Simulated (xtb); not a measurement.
C₃H₆FNSi, SMILES F[SiH2]N1C=CC1. All values are semi-empirical tight-binding results from xtb (GFN2-xTB unless named), good for trends rather than for accurate numbers. Coordinates come from a GFN2-xTB optimisation. This is a generated structure with no PubChem entry under its InChIKey; it may be hypothetical. One conformer was computed; it need not be the lowest.

Optimised geometry:

```xyz
12

F      1.8769     0.8397     0.8520
Si     1.3617    -0.1389    -0.3159
N     -0.3190    -0.2551    -0.0333
C     -1.3578    -1.0394    -0.5328
C     -2.3500    -0.2288    -0.1428
C     -1.3288     0.7242     0.4150
H      1.7676     0.5415    -1.5425
H      1.9622    -1.4461    -0.1095
H     -1.2493    -1.9814    -1.0360
H     -3.4176    -0.2291    -0.1729
H     -1.3226     0.8627     1.4953
H     -1.2433     1.6884    -0.0840
```

| Property | Result |
|---|---|
| orbital gap | 4.31 eV |
| dipole moment | 1.62 D |
| zero-point energy | 52.0 kcal/mol |
| G − E(el) at 298.15 K (modified RRHO) | 32.2 kcal/mol |
| static polarisability (D4 model) | 72.1 bohr³ |
| solvation energy, GFN2-xTB/ALPB(water) | -0.4 kcal/mol |
| solvation energy, GFN2-xTB/ALPB(benzene) | -3.4 kcal/mol |

Computed atomic charges and the Wiberg bond orders between heavy atoms:
charges (e) F1 -0.28, Si2 0.54, N3 -0.22, C4 0.02, C5 -0.08, C6 0.02, H7 -0.07, H8 -0.08, H9 0.02, H10 0.03, H11 0.05, H12 0.04. Bond orders F1–Si2 1.07, Si2–N3 1.08, N3–C4 1.14, C4–C5 1.78, N3–C6 0.98, C5–C6 1.02.
